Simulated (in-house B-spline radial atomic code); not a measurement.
Configurations of Kr⁸⁺, with energies counted from [Ar] 3d10. Computed with a B-spline radial code for spherical atoms: Dirac-Hartree-Fock, average of configuration, Fermi nucleus of rms radius 4.1884 fm. Energies include first-order Breit, QED and recoil terms.

Occupations are held fixed; configurations that lie above the ionisation limit could autoionise.

| configuration | E - E(ref) (eV) | highest orbital | its <r> (bohr) |
| --- | --- | --- | --- |
| [Ar] (3d3/2)3 (3d5/2)6 (4f5/2)1 | 161.95 | 4f5/2 | 1.89 |
| [Ar] (3d3/2)3 (3d5/2)6 6s1 | 184.4 | 6s1/2 | 3.827 |
| [Ar] (3d3/2)3 (3d5/2)6 (6p1/2)1 | 188.29 | 6p1/2 | 4.058 |
| [Ar] (3d3/2)4 (3d5/2)5 (7p3/2)1 | 200.82 | 7p3/2 | 5.923 |
| [Ne] 3s2 (3p1/2)2 (3p3/2)3 3d10 5s1 | 278.27 | 5s1/2 | 2.395 |
| [Ne] 3s2 (3p1/2)2 (3p3/2)3 3d10 (7p1/2)1 | 325.06 | 7p1/2 | 5.89 |
| [Ne] 3s2 (3p1/2)2 (3p3/2)3 3d10 (6g9/2)1 | 325.14 | 6g9/2 | 4.877 |

**Question.** Order these further configurations by energy, lowest first.
A. [Ar] (3d3/2)4 (3d5/2)5 (5p1/2)1
B. [Ne] 3s2 (3p1/2)1 (3p3/2)4 3d10 (4d5/2)1
C. [Ar] (3d3/2)4 (3d5/2)5 (5d3/2)1
D. [Ar] (3d3/2)3 (3d5/2)6 5s1
E. [Ne] 3s2 (3p1/2)1 (3p3/2)4 3d10 7s1

**Answer.** D (155.11 eV), A (161.47 eV), C (174.32 eV), B (267.09 eV), E (330.97 eV).

**Question.** How far above the reference does [Ar] (3d3/2)4 (3d5/2)5 (5g9/2)1 lie?

**Answer.** 187.26 eV; its least bound orbital is 5g9/2 with <r> = 3.049 bohr.

**Question.** How far above the reference does [Ne] 3s2 (3p1/2)1 (3p3/2)4 3d10 (6d3/2)1 lie?

**Answer.** 326.2 eV; its least bound orbital is 6d3/2 with <r> = 4.561 bohr.

**Question.** How far above the reference does [Ne] 3s2 (3p1/2)2 (3p3/2)3 3d10 (6f5/2)1 lie?

**Answer.** 324.27 eV; its least bound orbital is 6f5/2 with <r> = 5.125 bohr.
